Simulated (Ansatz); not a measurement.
`[CH3][Nb]([NH2])(=[O])[F]` + H₂O → `[NH2][Nb](=[O])([OH])[F]` + CH₄ at 600 K and 1 bar (formal hydrolysis of the Nb–C bond).

Gas-phase electronic energies from Ansatz, PBE0-D4/def2-TZVP geometries. CBS: MP2 limit from def2 TZ/QZ plus the TZ coupled-cluster correction, frozen cores. This one scheme is used for every species. def2 core potentials past Kr. For Nb outer-core shells are correlated without core-valence functions, which leaves a few kJ/mol of doubt a bond. One conformer a species, not always the lowest.

```csv
species,CCSD(T)/CBS energy (Eh),H − E (kJ/mol),S (J/(mol·K))
`[CH3][Nb]([NH2])(=[O])[F]`,-327.80729,238.5,461.6
H₂O,-76.37941,76.8,212.8
`[NH2][Nb](=[O])([OH])[F]`,-363.77980,175.3,436.9
CH₄,-40.46206,140.4,215.7
```

H − E and S are ideal-gas, rigid-rotor, harmonic terms from PBE0-D4/def2-TZVP, for one conformer and one mirror image of each species. 1 Eh = 2625.50 kJ/mol, R = 8.31446 J/(mol·K).

Task: By hand: ΔE, ΔH, ΔS and ΔG.

Result: ΔE = (-363.77980) + (-40.46206) − (-327.80729) − (-76.37941) = -0.05516 Eh = -144.8 kJ/mol. Δ(H − E) = 175.3 + 140.4 − 238.5 − 76.8 = 0.4, so ΔH = -144.4 kJ/mol. ΔS = 436.9 + 215.7 − 461.6 − 212.8 = -21.8 J/(mol·K). ΔG = -144.4 − 600 × (-21.8)/1000 = -131.3 kJ/mol.

Task: By hand: the equilibrium constant, and the temperature at which ΔG would vanish if ΔH and ΔS stayed fixed.

Result: log₁₀ K = −ΔG/(RT ln 10) = 11.4. ΔG = 0 at ΔH/ΔS = 6624 K, far beyond where these terms or the molecules hold.

ΔH outweighs TΔS. A doubt of 5 kJ/mol in ΔE shifts log₁₀ K by 0.4 here. Other conformers and mirror images would add mixing entropy, several J/(mol·K) or more a flexible species. These are equilibria of isolated gas molecules and say nothing of rates. Largest T1 diagnostic: 0.022 (customary marks: 0.02 for closed shells, 0.045 for open ones).
